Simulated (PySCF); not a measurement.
Structure from 2D NMR

Compound of formula C4H10F2Si2. Correlations simulated from computed shifts and the bond graph:

HSQC (one-bond C–H):
```
  δH     δC
6.51  123.7
1.44   30.4
0.74   -3.2
0.37   -1.2
0.31   -3.2
```

COSY cross peaks (H two or three bonds apart, from the bond graph; peaks can be absent where the dihedral angle is near 90°):
```
  δH    δH
6.51  1.44
5.09  4.76
5.09  1.44
5.09  0.74
5.09  0.31
5.09  1.44
5.09  0.74
5.09  0.37
5.09  0.31
4.76  1.44
4.76  0.74
4.76  0.31
0.74  0.31
```

HMBC (two and three bonds, from the bond graph):
```
  δH                       δC
6.51                     30.4
5.09        123.7, 30.4, -3.2
5.09  123.7, 30.4, -1.2, -3.2
4.76        123.7, 30.4, -3.2
1.44        123.7, -1.2, -3.2
0.74               30.4, -1.2
0.37               30.4, -3.2
0.31               30.4, -1.2
```

PySCF calculation with NMR shieldings at PBE0/pcSseg-1/GIAO and geometry from GFN2-xTB; gas phase, non-relativistic, averaged over atoms made equivalent by symmetry, fast rotation or ring inversion, one conformer.

Scale: TMS for 1H (σref 31.72) and 13C (σref 186.93) (reference shieldings calculated alike).

Exchangeable hydrogens are left out of these lists.

Question: Assemble the structure.

Answer: SMILES C[Si@@H]1C[SiH2][C@H]1C(F)F.

Numbering as in the mapped SMILES `[CH3:1][Si@@H:2]1[CH2:3][SiH2:4][C@H:5]1[CH:6]([F:7])[F:8]` (H(Xn): hydrogen on atom n). Ha(C3), Ha(Si4) are cis to C1 on the ring; Hb(C3), Hb(Si4) are trans to C1 on the ring.

1. δC 123.7 is C6, an sp3 CH bonded to 2 F (δH 6.51).
2. δC 30.4 is C5, an sp3 CH bonded to 2 Si (δH 1.44).
3. δC -1.2 is C1, a methyl carbon bonded to Si (δH 0.37).
4. δC -3.2 is C3, an sp3 CH2 bonded to 2 Si (δH 0.74, 0.31).
5. COSY links 6.51–1.44, 5.09–4.76, 5.09–1.44, 5.09–0.74, 5.09–0.31, 5.09–1.44.

The data come from this structure; uniqueness wasn't tested.

Shifts are as computed. Against solution values, carbons near 30 ppm lie about +3 ppm off and those near 130 ppm about +5 ppm. Of 1211 compounds with measured shifts, 218 miss one by over three times the rms of a fit or turn the order of signals round; such compounds aren't used in these exercises.
